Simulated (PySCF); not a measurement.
# Assigning NMR signals

Numbering as in the mapped SMILES `[SiH3:1][O:2][C:3]1=[CH:4][CH:5]=[CH:6][CH2:7]1` (H(Xn): hydrogen on atom n).

Computed data (PySCF 2.14): GIAO PBE0/pcSseg-1 shieldings, geometry from GFN2-xTB. No solvent model, single conformer, no relativistic terms, averaged over atoms made equivalent by symmetry, fast rotation or ring inversion.

Referencing at the same level of theory: TMS for ¹³C and ¹H.

(1) Assign these signals to the numbered atoms. ¹³C{¹H} NMR (computed): δ 170.3, 141.4, 125.2, 114.7, 40.1.

(2) Assign these signals to the numbered atoms. ¹H NMR (500 MHz, computed): δ 6.72 (m, 1H), 5.87 (m, 1H), 5.82 (d, 1H), 5.05 (s, 3H), 2.96 (m, 2H).

Results:

(1) 
```tsv
δ (ppm)	atoms	environment	reason
170.3	C3	alkene carbon bearing oxygen	an sp2 carbon further deshielded by the attached heteroatom
141.4	C5	alkene CH	an sp2 carbon of a C=C bond
125.2	C6	alkene CH	–
114.7	C4	β carbon of an enol-ether or enamine type C=C	the O or N lone pair pushes π density onto this β carbon and shields it
40.1	C7	allylic sp3 CH2	saturated and bonded to C and H only
```

(2) 
```tsv
δ (ppm)	atoms	environment	reason
6.72	H(C5)	hydrogen on an alkene CH	a vinylic proton, deshielded by the sp2 carbon and the C=C anisotropy
5.87	H(C6)	hydrogen on an alkene CH	–
5.82	H(C4)	hydrogen on a β carbon of an enol-ether or enamine type C=C	attached to an sp2 carbon and in the plane of the double bond
5.05	H(Si1)	hydrogen on a silicon bonded to O	–
2.96	H(C7)	hydrogen on an allylic sp3 CH2	allylic position
```

H(C6) and H(C4) lie closer than the usual error of such a calculation, so a measured spectrum could show them in the other order.

Shifts are as computed. Against solution values, carbons near 30 ppm lie about +3 ppm off and those near 130 ppm about +5 ppm (rms about the fit 2.1 ppm; single classes can miss by 10 ppm). Of 1328 compounds with measured shifts, 309 miss one by over three times the rms of a fit or turn the order of signals round; such compounds aren't used in these exercises. Signals without a measured value on file couldn't be tested in this way; 1H shifts scatter by 0.2 ppm about their fit, and single ones miss by 0.5 ppm. Multiplicities follow the n + 1 count of equivalent neighbours, as no J values were calculated; m marks all less simple cases, F and P coupling included.
